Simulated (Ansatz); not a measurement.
Relaxation of H6W (7 atoms, charge 0, multiplicity 1), to a largest force component of 0.03 eV/Å in at most 50 steps.

Theory: RKS CAM-B3LYP-D4/def2-mTZVP in Ansatz 0.2.0.

```xyz
7
Properties=species:S:1:pos:R:3:forces:R:3
W -0.432 0.000 -0.432 -0.14 0.00 -0.14
H 1.373 0.043 1.869 -0.95 0.18 1.11
H 1.869 -0.043 1.373 1.11 -0.18 -0.95
H 0.244 1.495 0.089 -0.11 -0.23 -0.02
H -2.116 -0.128 -0.128 0.18 0.06 -0.06
H 0.089 -1.495 0.244 -0.02 0.23 -0.11
H -0.128 0.128 -2.116 -0.06 -0.06 0.18
```

Question: Where does it end, and by what steps?

Answer: The forces met the threshold. After 8 steps the energy has fallen by 0.191 eV; H2 moved furthest, 0.72 Å.

| step | energy less start (eV) | largest force component (eV/Å) | accepted |
| --- | --- | --- | --- |
| 0 | 0.0000 | 1.109 | yes |
| 1 | -0.0824 | 0.209 | yes |
| 2 | -0.1142 | 0.072 | yes |
| 3 | -0.1492 | 0.161 | yes |
| 4 | -0.1642 | 0.250 | yes |
| 5 | -0.1866 | 0.169 | yes |
| 6 | -0.1660 | 0.200 | no |
| 7 | -0.1888 | 0.052 | yes |
| 8 | -0.1908 | 0.010 | yes |

```xyz
7
Properties=species:S:1:pos:R:3
W -0.672 0.000 -0.672
H 1.879 0.104 2.384
H 2.384 -0.104 1.879
H -0.100 1.432 0.077
H -2.348 0.087 -0.320
H 0.077 -1.432 -0.100
H -0.320 -0.087 -2.348
```

Whether the end is a true minimum wasn't checked by a vibrational analysis.

The run took 22 s on 1 thread of Arm Neoverse V2, on a shared host, peak memory 0.11 GiB.
